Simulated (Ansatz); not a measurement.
Wavefunction ladder for BH$_{6}$NOSi (`NBO[SiH3]`)

```xyz
10

N    -1.211   -1.273    1.252
B    -0.271   -0.327    0.842
O    -0.111   -0.074   -0.495
Si    0.871    0.946   -1.324
H    -1.368   -1.496    2.217
H    -1.784   -1.785    0.603
H     0.386    0.255    1.663
H     1.720    0.152   -2.247
H     0.034    1.881   -2.117
H     1.735    1.719   -0.393
```

Charge 0, multiplicity 1. Geometry: relaxed with PBE0-D4/def2-TZVP. It is one conformer, not always the lowest. Frozen core, restricted reference, the Gaussian-basis code of Ansatz. CBS rows extrapolate triple and quadruple zeta; past MP2 they add the triple-zeta difference.

| basis | HF (Eh) | MP2 corr. |
| --- | --- | --- |
| def2-SVP | -446.34639 | -0.53798 |
| def2-TZVPP | -446.64309 | -0.67444 |
| def2-QZVPP | -446.66056 | -0.72496 |

Q: Estimate the CCSD correlation energy and the (T) correction in each basis where they were run (hartree).

A: 
```tsv
basis	CCSD corr.	(T)
def2-SVP	-0.58219	-0.01404
def2-TZVPP	-0.71204	-0.02497
CBS(def2)	-0.79998	as TZ
```
